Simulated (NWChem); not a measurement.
System: CH$_{6}$F$_{2}$Si$_{2}$; SMILES F[SiH2][Si@H](F)C

Output (shortened):

```
             Northwest Computational Chemistry Package (NWChem) 7.3.0
             --------------------------------------------------------

 C1  symmetry detected

                             Geometry "geometry" -> ""
                             -------------------------

 Output coordinates in angstroms (scale by  1.889725989 to convert to a.u.)

  No.       Tag          Charge          X              Y              Z
 ---- ---------------- ---------- -------------- -------------- --------------
    1 C                    6.0000     1.14238246    -2.11990675     0.04771965
    2 Si                  14.0000    -0.13996777    -0.83487814    -0.39123518
    3 F                    9.0000    -1.53429179    -1.20068706     0.38167098
    4 Si                  14.0000     0.52062428     1.31064605     0.30423127
    5 F                    9.0000    -0.51045894     2.42646999    -0.29251254
    6 H                    1.0000     1.34716578    -2.13334436     1.12918143
    7 H                    1.0000     2.08869147    -1.92125870    -0.48058363
    8 H                    1.0000     0.79366276    -3.12230385    -0.24640974
    9 H                    1.0000    -0.42527888    -0.85167370    -1.85740089
   10 H                    1.0000     0.52607368     1.42707707     1.79323589
   11 H                    1.0000     1.88895594     1.62814699    -0.20871219

 Effective nuclear repulsion energy (a.u.)     297.0954061475

  pbe96 is a nonlocal functional; adding pw91lda local functional.

                                 NWChem DFT Module
                                 -----------------

 Summary of "ao basis" -> "ao basis" (spherical)
 ------------------------------------------------------------------------------
       Tag                 Description            Shells   Functions and Types
 ---------------- ------------------------------  ------  ---------------------
 C                          def2-svp                 6       14   3s2p1d
 Si                         def2-svp                 8       18   4s3p1d
 F                          def2-svp                 6       14   3s2p1d
 H                          def2-svp                 3        5   2s1p

            General Information
            -------------------
          SCF calculation type: DFT
          Wavefunction type:  closed shell.
          No. of atoms     :    11
          No. of electrons :    58
           Alpha electrons :    29
            Beta electrons :    29
          Charge           :     0
          Spin multiplicity:     1
          Use of symmetry is: off; symmetry adaption is: off
          Maximum number of iterations: 150
          AO basis - number of functions:   108
                     number of shells:    52
          Convergence on energy requested:  1.00D-06
          Convergence on density requested:  1.00D-05
          Convergence on gradient requested:  5.00D-04

              XC Information
              --------------
                          RPBE Exchange Functional  1.000
            Perdew 1991 LDA Correlation Functional  1.000 local
           PerdewBurkeErnz. Correlation Functional  1.000 non-local

             Grid Information
             ----------------
          Grid used for XC integration:  medium
          Radial quadrature: Mura-Knowles
          Angular quadrature: Lebedev.
          Tag              B.-S. Rad. Rad. Pts. Rad. Cut. Ang. Pts.
          ---              ---------- --------- --------- ---------
          C                   0.70       49          11.0       434
          Si                  1.10       88          11.0       590
          F                   0.50       49          13.0       434
          H                   0.35       45          12.0       434
          Grid pruning is: on
          Number of quadrature shells:   593
          Spatial weights used:  Erf1

      Superposition of Atomic Density Guess
      -------------------------------------

 Sum of atomic energies:        -816.68259598

      Non-variational initial energy
      ------------------------------

 Total energy =    -818.179423
 1-e energy   =   -1724.110110
 2-e energy   =     608.835280
 HOMO         =      -0.301112
 LUMO         =       0.015011

     ---------------------------------------------
      Total Density - Mulliken Population Analysis
     ---------------------------------------------

    Atom       Charge   Shell Charges
 -----------   ------   -------------------------------------------------------
    1 C    6     6.59   1.99  0.96  0.28  2.11  1.23  0.01
    2 Si  14    13.14   2.00  1.99  0.97  0.25  5.93  0.98  0.80  0.21
    3 F    9     9.59   1.99  1.15  0.78  3.52  2.14  0.00
    4 Si  14    13.23   2.00  1.99  0.98  0.27  5.94  0.99  0.89  0.17
    5 F    9     9.59   1.99  1.15  0.78  3.52  2.14  0.00
    6 H    1     0.86   0.65  0.18  0.03
    7 H    1     0.85   0.64  0.18  0.03
    8 H    1     0.86   0.65  0.18  0.03
    9 H    1     1.10   0.70  0.38  0.01
   10 H    1     1.09   0.70  0.38  0.01
   11 H    1     1.09   0.70  0.39  0.01

   convergence    iter        energy       DeltaE   RMS-Dens  Diis-err
 ---------------- ----- ----------------- --------- --------- ---------
 d= 0,ls=0.0,diis     1   -819.9331232037 -1.12D+03  2.36D-02  8.94D-01
 d= 0,ls=0.0,diis     2   -819.6167477915  3.16D-01  1.50D-02  4.63D+00
 d= 0,ls=0.0,diis     3   -820.0408091036 -4.24D-01  1.81D-03  2.45D-02
 d= 0,ls=0.0,diis     4   -820.0420177937 -1.21D-03  8.76D-04  9.68D-03
 d= 0,ls=0.0,diis     5   -820.0432738932 -1.26D-03  2.19D-04  8.57D-04
  Resetting Diis
 d= 0,ls=0.0,diis     6   -820.0433917773 -1.18D-04  5.37D-05  2.54D-05
 d= 0,ls=0.0,diis     7   -820.0433957329 -3.96D-06  2.11D-05  1.20D-06
 d= 0,ls=0.0,diis     8   -820.0433955668  1.66D-07  1.19D-05  3.22D-06
 d= 0,ls=0.0,diis     9   -820.0433958910 -3.24D-07  2.42D-06  7.57D-08

         Total DFT energy =     -820.043395890961
      One electron energy =    -1727.624780966267
           Coulomb energy =      680.879834566837
    Exchange-Corr. energy =      -70.393855638997
 Nuclear repulsion energy =      297.095406147466

 Numeric. integr. density =       57.999979475126

                       DFT Final Molecular Orbital Analysis
                       ------------------------------------

 Vector   27  Occ=2.000000D+00  E=-2.981710D-01
              MO Center=  6.1D-01,  1.6D+00,  4.0D-01, r^2= 2.9D+00
   Bfn.  Coefficient  Atom+Function         Bfn.  Coefficient  Atom+Function
  ----- ------------  ---------------      ----- ------------  ---------------
    70      0.304479   5 F  pz               99      0.295067  10 H  s
   104     -0.296420  11 H  s               105     -0.223307  11 H  s
    73     -0.215258   5 F  pz              100      0.211275  10 H  s
    68     -0.206867   5 F  px               56      0.193437   4 Si pz
    71      0.145588   5 F  px               54     -0.131087   4 Si px

 Vector   28  Occ=2.000000D+00  E=-2.902000D-01
              MO Center=  1.3D-03, -1.3D+00, -4.3D-01, r^2= 3.3D+00
   Bfn.  Coefficient  Atom+Function         Bfn.  Coefficient  Atom+Function
  ----- ------------  ---------------      ----- ------------  ---------------
    94      0.290938   9 H  s                 4      0.241769   1 C  px
    38     -0.229940   3 F  pz               95      0.215287   9 H  s
     5     -0.196885   1 C  py                3     -0.188862   1 C  s
    36     -0.175701   3 F  px               24     -0.174690   2 Si pz
    41      0.161913   3 F  pz                8     -0.151477   1 C  py

 Vector   29  Occ=2.000000D+00  E=-2.485065D-01
              MO Center=  1.5D-01,  1.9D-01, -4.4D-02, r^2= 3.9D+00
   Bfn.  Coefficient  Atom+Function         Bfn.  Coefficient  Atom+Function
  ----- ------------  ---------------      ----- ------------  ---------------
    23      0.251839   2 Si py               55     -0.234385   4 Si py
    37      0.207787   3 F  py               69     -0.201107   5 F  py
    40     -0.152840   3 F  py               49      0.153455   4 Si s
    72      0.148437   5 F  py               94     -0.148785   9 H  s
     5     -0.146340   1 C  py              104     -0.146931  11 H  s

 Vector   30  Occ=0.000000D+00  E=-4.524871D-02
              MO Center=  3.5D-01,  4.9D-01,  9.3D-02, r^2= 4.2D+00
   Bfn.  Coefficient  Atom+Function         Bfn.  Coefficient  Atom+Function
  ----- ------------  ---------------      ----- ------------  ---------------
     3      0.615179   1 C  s                58      0.521119   4 Si py
    57     -0.507656   4 Si px               25     -0.362964   2 Si px
    67     -0.310734   5 F  s                90     -0.282161   8 H  s
   105      0.272977  11 H  s                26      0.261671   2 Si py
    50     -0.221526   4 Si s                59     -0.184116   4 Si pz

 Vector   31  Occ=0.000000D+00  E=-2.745473D-02
              MO Center=  1.9D-01, -6.1D-02, -1.2D-01, r^2= 4.1D+00
   Bfn.  Coefficient  Atom+Function         Bfn.  Coefficient  Atom+Function
  ----- ------------  ---------------      ----- ------------  ---------------
    25      0.556650   2 Si px              100      0.544866  10 H  s
    27     -0.475242   2 Si pz               59     -0.477076   4 Si pz
    50     -0.417114   4 Si s                95     -0.410989   9 H  s
    18      0.388882   2 Si s                58      0.378111   4 Si py
    26      0.369474   2 Si py               35      0.298502   3 F  s

 Vector   32  Occ=0.000000D+00  E= 3.624325D-02
              MO Center=  1.2D+00, -1.2D+00,  1.3D-01, r^2= 7.0D+00
   Bfn.  Coefficient  Atom+Function         Bfn.  Coefficient  Atom+Function
  ----- ------------  ---------------      ----- ------------  ---------------
     3      2.353243   1 C  s                85     -1.015199   7 H  s
    80     -0.952055   6 H  s                18     -0.873272   2 Si s
   100     -0.598257  10 H  s               105     -0.594213  11 H  s
    90     -0.588787   8 H  s                57      0.549918   4 Si px
    50      0.500914   4 Si s                26      0.461994   2 Si py

     ---------------------------------------------
      Total Density - Mulliken Population Analysis
     ---------------------------------------------

    Atom       Charge   Shell Charges
 -----------   ------   -------------------------------------------------------
    1 C    6     6.27   1.98  0.90  0.24  2.12  1.01  0.01
    2 Si  14    13.51   2.00  1.98  1.07  0.17  5.92  1.26  0.80  0.31
    3 F    9     9.31   1.99  1.13  0.80  3.34  2.05  0.00
    4 Si  14    13.52   2.00  1.98  1.08  0.18  5.92  1.27  0.84  0.26
    5 F    9     9.31   1.99  1.13  0.80  3.34  2.05  0.00
    6 H    1     0.94   0.73  0.18  0.03
    7 H    1     0.94   0.73  0.18  0.03
    8 H    1     0.93   0.73  0.18  0.03
    9 H    1     1.08   0.75  0.33  0.01
   10 H    1     1.08   0.75  0.33  0.01
   11 H    1     1.09   0.75  0.34  0.01

     -------------------------------------------
      Total Density - Lowdin Population Analysis
     -------------------------------------------

    Atom       Charge   Shell Charges
 -----------   ------   -------------------------------------------------------
    1 C    6     6.26   1.96  0.60  0.34  1.90  1.42  0.04
    2 Si  14    13.55   2.00  1.93  0.68  0.34  5.81  1.28  1.03  0.48
    3 F    9     9.20   1.98  1.02  0.77  3.21  2.22  0.01
    4 Si  14    13.62   2.00  1.93  0.70  0.37  5.81  1.28  1.11  0.42
    5 F    9     9.20   1.98  1.02  0.77  3.21  2.22  0.01
    6 H    1     0.96   0.63  0.26  0.07
    7 H    1     0.96   0.62  0.26  0.07
    8 H    1     0.96   0.62  0.26  0.07
    9 H    1     1.10   0.65  0.42  0.02
   10 H    1     1.10   0.65  0.42  0.03
   11 H    1     1.10   0.65  0.43  0.03

     Multipole analysis of the density
     ---------------------------------

     L   x y z        total         alpha         beta         nuclear
     -   - - -        -----         -----         ----         -------
     0   0 0 0     -0.000000    -29.000000    -29.000000     58.000000

     1   1 0 0      0.841047      0.420524      0.420524      0.000000
     1   0 1 0     -0.551738     -0.275869     -0.275869      0.000000
     1   0 0 1      0.005449      0.002724      0.002724      0.000000

     2   2 0 0    -34.303830    -99.757649    -99.757649    165.211469
     2   1 1 0     -0.846957      5.086140      5.086140    -11.019237
     2   1 0 1      0.316429     -1.708662     -1.708662      3.733753
     2   0 2 0    -34.733442   -285.446555   -285.446555    536.159667
     2   0 1 1      0.920834     -3.326384     -3.326384      7.573603
     2   0 0 2    -33.087643    -41.200977    -41.200977     49.314311
```

Level: RPBE/def2-SVP. Structure relaxed at the PBE0/def2-SVP level.

Q: Write an input that gives this output.

A: One answer among several that fit: the input that was run:
```
start job
memory heap 200 mb stack 900 mb global 1100 mb
geometry units angstroms noautoz
  C      1.197119    -2.086907     0.057968
  Si    -0.118888    -0.834541    -0.375745
  F     -1.490118    -1.214668     0.430835
  Si     0.512677     1.334635     0.271658
  F     -0.551930     2.420148    -0.322120
  H      1.423490    -2.078509     1.135169
  H      2.128664    -1.878587    -0.492389
  H      0.862586    -3.100628    -0.212910
  H     -0.432769    -0.881078    -1.835416
  H      0.545283     1.475695     1.758184
  H      1.864027     1.670251    -0.273745
end
basis spherical
  * library def2-svp
end
dft
  xc rpbe cpbe96
  iterations 150
  mulliken
end
task dft energy
```
